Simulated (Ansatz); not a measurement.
`F[Si]Br` at its PBE0-D4/def2-TZVP geometry, where that method's forces vanish. The species carries charge 0 and has multiplicity 1.

```
atom    x (Å)    y (Å)    z (Å)
  F1  -1.2596   0.2987   0.5744
 Si2   0.2360  -0.2447   0.7648
 Br3   1.0235  -0.0541  -1.3392
```

(1) For each bond, give half the difference of the two atoms' forces along it (eV/Å; positive pushes the atoms apart) under PBE-D4, r2SCAN-D4, B3LYP-D4, ωB97M-V in def2-TZVPP. (Best estimate.)

Answers

(1) Ansatz gave: 
| bond | length (Å) | PBE-D4 | r2SCAN-D4 | B3LYP-D4 | ωB97M-V |
| --- | --- | --- | --- | --- | --- |
| F1–Si2 | 1.603 | 0.67 | 0.07 | 0.21 | 0.12 |
| Si2–Br3 | 2.255 | 0.21 | 0.07 | 0.23 | 0.01 |

B3LYP here is the variant with VWN-RPA as its local correlation; programs differ in this.
